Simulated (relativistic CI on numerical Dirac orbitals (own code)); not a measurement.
# Au3+ (5d8) in a crystal field

Calculated by Dirac-Coulomb-Breit CI, orbitals from a KLI potential per configuration, model QED, valence Slater integrals scaled by 0.7, one configuration in a parametric crystal field (own radial code).

Field parameters in Wybourne normalisation: D3d B²₀ = −7Dσ, B⁴₀ = −14Dq − 21Dτ, B⁴₃ = −14√(10/7) Dq; D4h B²₀ = −7Ds, B⁴₀ = 21(Dq − Dt), B⁴₄ = 21√(5/14) Dq; Oh B⁴₀ = 21Dq, B⁴₄ = √(5/14) B⁴₀; Td as Oh with Dq negative (B⁴₀ = 21Dq, B⁴₄ = √(5/14) B⁴₀). The field is a parameter set, without covalency.

S is read from ⟨S²⟩ = S(S + 1).

Powder χT (cm³ K mol⁻¹) by Van Vleck's formula, with temperature-independent terms:

| Field | 2 K | 5 K | 10 K | 20 K | 50 K | 100 K | 200 K | 300 K |
| --- | --- | --- | --- | --- | --- | --- | --- | --- |
| D3d, 10Dq = 11250, Dσ = 190, Dτ = 490 cm⁻¹ | 0.521 | 1.23 | 1.79 | 2.02 | 2.1 | 2.11 | 2.13 | 2.15 |
| D3d, 10Dq = 26800, Dσ = 550, Dτ = 300 cm⁻¹ | 0.942 | 1.07 | 1.26 | 1.48 | 1.63 | 1.66 | 1.68 | 1.69 |
| D3d, 10Dq = 39850, Dσ = 360, Dτ = -270 cm⁻¹ | 1.5 | 1.5 | 1.5 | 1.5 | 1.5 | 1.51 | 1.51 | 1.52 |
| D4h, 10Dq = 12500, Ds = -1010, Dt = 1100 cm⁻¹ | 0.0185 | 0.0464 | 0.0927 | 0.185 | 0.464 | 0.925 | 1.72 | 2.18 |
| D4h, 10Dq = 25600, Ds = 370, Dt = 100 cm⁻¹ | 0.563 | 1.22 | 1.57 | 1.69 | 1.72 | 1.73 | 1.74 | 1.75 |
| D4h, 10Dq = 43050, Ds = -1470, Dt = 810 cm⁻¹ | 0.11 | 0.276 | 0.551 | 1 | 1.41 | 1.49 | 1.52 | 1.53 |
| Oh, 10Dq = 33650 cm⁻¹ | 1.57 | 1.57 | 1.57 | 1.57 | 1.57 | 1.57 | 1.58 | 1.59 |
| Td, 10Dq = -13200 cm⁻¹ | 0.00405 | 0.0101 | 0.0202 | 0.0405 | 0.101 | 0.202 | 0.405 | 0.607 |

Question: For D3d, 10Dq = 26800, Dσ = 550, Dτ = 300 cm⁻¹: what effective moment follows at 300 K?

Answer: μ_eff = √(8χT) = 3.67 μB. The ground level has S = 0.99; the spin-only moment for S = 1 is 2.83 μB. The difference comes from the orbital moment, spin-orbit mixing of terms and temperature-independent paramagnetism, all larger in this ionic model than in covalent complexes.
